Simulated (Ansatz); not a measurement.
Consider the redistribution: `SP([SeH])BCl` + `N[SiH3]` → `NP(S)[SeH]` + `[SiH3]BCl`.

Gas-phase electronic energies from Ansatz, PBE0-D4/def2-TZVP geometries. CBS: MP2 limit from def2 TZ/QZ plus the TZ coupled-cluster correction, frozen cores. This one scheme is used for every species. Functionals use def2-TZVPP. B3LYP here is the variant with VWN-RPA as its local correlation; programs differ in this. For Se outer-core shells are correlated without core-valence functions, which leaves a few kJ/mol of doubt a bond. Scalar relativity is left out up to krypton. Each species was taken in one conformer, which may not be the lowest.

CCSD(T)/CBS gives +98.2 kJ/mol.

Task: Another level gave +101.3 kJ/mol. Which?
A. MP2/def2-TZVPP
B. PBE/def2-TZVPP
C. BHLYP-D4/def2-TZVPP
D. B3LYP-D4/def2-TZVPP

Result: C. BHLYP-D4 101.3, PBE 88.2, B3LYP-D4 95.6, MP2/def2-TZVPP 108.9 kJ/mol.

Largest T1 diagnostic among the species: 0.014.

At CCSD(T), def2-SVP lies +4.0 kJ/mol from the extrapolated value and def2-TZVPP +0.3 kJ/mol. Leaving LDA and LC-ωPBE aside and taking each functional with its dispersion term where it has one, the values, not all of them listed here, spread over 12.8 kJ/mol, from revPBE-D4 to PBE-QIDH. LDA lies +3.9 kJ/mol from PBE without D4. The D4 term adds +3.9 kJ/mol with B3LYP and +2.2 kJ/mol with PBE0; it sums over pairs of atoms, weighted by their polarisabilities, and B3LYP, whose exchange is more repulsive, gets the larger term.
